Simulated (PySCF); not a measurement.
# Spin-orbit coupling and the first ionisation energy along the 3d series

Two-component X2C-1e calculated with PySCF 2.14: MP2 on generalised Hartree-Fock spinors (GMP2), with spin-orbit coupling off and on (screened by Boettger's factors); no Breit or QED terms. Values in eV; the references (NIST) lie between the lowest levels. Elements whose determinants are no pure J levels are left out.

```tsv
element	configurations	spin-free	with spin-orbit	shift	reference
Cr (x2c-QZVPPall-2c, [Ne] frozen)	[Ar] 3d5 4s1 → [Ar] 3d5	6.760	6.760	0.000	6.767
Mn (x2c-QZVPPall-2c, [Ne] frozen)	[Ar] 3d5 4s2 → [Ar] 3d5 4s1	7.151	7.151	0.000	7.434
Co (x2c-QZVPPall-2c, [Ne] frozen)	[Ar] 3d7 4s2 → [Ar] 3d8	7.104	7.115	0.010	7.881
Ni (x2c-QZVPPall-2c, [Ne] frozen)	[Ar] 3d8 4s2 → [Ar] 3d9	6.579	6.629	0.050	7.640
Cu (x2c-QZVPPall-2c, [Ne] frozen)	[Ar] 3d10 4s1 → [Ar] 3d10	7.739	7.739	0.000	7.726
Zn (x2c-QZVPPall-2c, [Ne] frozen)	[Ar] 3d10 4s2 → [Ar] 3d10 4s1	9.255	9.255	0.000	9.394
```

Problem. Estimate the missing row, Fe (x2c-QZVPPall-2c, [Ne] frozen).

Solution. The calculation gives spin-free 7.642; with spin-orbit 7.641; shift -0.001. The reference value is 7.902.

The largest shift is at Ni, 0.050 eV, where spin-orbit coupling lowers the species with more electrons by more than the one with fewer (starting occupations 3d3/2^4 3d5/2^4 and 3d3/2^4 3d5/2^5).

What remains against the references is mostly the basis and correlation beyond MP2.
